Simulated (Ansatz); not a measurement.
Ansatz (a first-principles code) input (CCSD(T)/6-31G):

Ansatz 0.2 input:
```yaml
crystal:
  periodic: [false, false, false]
  atoms:
    - {symbol: Ga, position_ang: [-0.00000000, -0.00000000, -0.05278277]}
    - {symbol: H, position_ang: [0.00000000, 0.00000000, 1.63626580]}
basis:
  gaussian:
    orbitals: 6-31G
magnetization: {spin_polarized: false}
correlation: {method: ccsd_t, electrons: outside_noble_gas}
output: {forces: true}
```

Output:

```
Functional definition: HF
integrals: 0.00 GiB planned
285 factors; integrals over basis functions are off by at most 5.2e-4 eV
mean field: 0.06 GiB planned
mean field evaluation 1: about -52339.9462 eV, gradient 5.7e0 eV
mean field evaluation 2: about -52339.9468 eV, gradient 5.7e0 eV
mean field evaluation 4: about -52340.1808 eV, gradient 6.6e-1 eV
mean field evaluation 8: about -52340.1836 eV, gradient 1.1e-5 eV
mean field evaluation 16: about -52340.1834 eV, gradient 2.2e-1 eV
mean field -52340.18358953 eV, -1923.4662694646 hartree, gradient 1.2e-6 eV, S^2 0.000000; 0 other end points of the search recorded, 0 dependent functions left out
14 core orbitals not correlated
reference -52340.18358953 eV, -1923.4662694646 hartree; 2, 2 occupied and 15, 15 virtual orbitals, 285 factors
densities: 0.04 GiB planned
second order -0.83377394 eV of doubles, -0.00000000 eV of singles
coupled cluster: 0.04 GiB planned
cycle   1  -1.09684456 eV  change   -2.6e-1 eV  update   6.0e-2
cycle   2  -1.27476891 eV  change   -1.8e-1 eV  update   2.8e-2
cycle   3  -1.27442285 eV  change    3.5e-4 eV  update   4.0e-3
cycle   4  -1.27593717 eV  change   -1.5e-3 eV  update   8.5e-4
cycle   5  -1.27565132 eV  change    2.9e-4 eV  update   1.9e-4
cycle   6  -1.27562893 eV  change    2.2e-5 eV  update   3.9e-5
cycle   7  -1.27565084 eV  change   -2.2e-5 eV  update   1.1e-5
cycle   8  -1.27564010 eV  change    1.1e-5 eV  update   3.5e-6
cycle   9  -1.27564141 eV  change   -1.3e-6 eV  update   6.8e-7
perturbative correction -0.00761753 eV, -0.0002799392 hartree
the calculation of the forces begins
Total energy: -52341.46684848 eV, -1923.5134283611 hartree
Atom 0 at    -0.000000    -0.000000    -0.052783 Å, force    -0.000000     0.000000    -0.390966 eV/Å
Atom 1 at     0.000000     0.000000     1.636266 Å, force     0.000000    -0.000000     0.390966 eV/Å
Dipole moment:     0.000000    -0.000000    -0.015965 e Å
```
